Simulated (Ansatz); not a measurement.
Consider the redistribution: `FB[SiH3]` + `O[CH2][Al]([OH])[Cl]` → `OCB[SiH3]` + `[OH][Al]([F])[Cl]`.

Calculated with Ansatz (gas phase, PBE0-D4/def2-TZVP geometries, no zero-point term in ΔE). CBS: MP2 limit from def2 TZ/QZ plus the TZ coupled-cluster correction, frozen cores. This one scheme is used for every species. One conformer a species, not always the lowest.

```json
{"level": "MP2/def2-TZVPP", "ΔE (eV)": "-0.69"}
{"level": "CCSD(T)/def2-TZVPP", "ΔE (eV)": "-0.64"}
```

(1) What does CCSD(T)/CBS give? (An estimate is asked.)

Largest T1 diagnostic among the species: 0.014.

Answers

(1) Computed: -0.68 eV. The listed levels differ from it by -0.01, 0.04 eV.

From PBE to PBE0 (25 % exact exchange), in def2-TZVPP and without D4, ΔE moves by −0.06 eV.
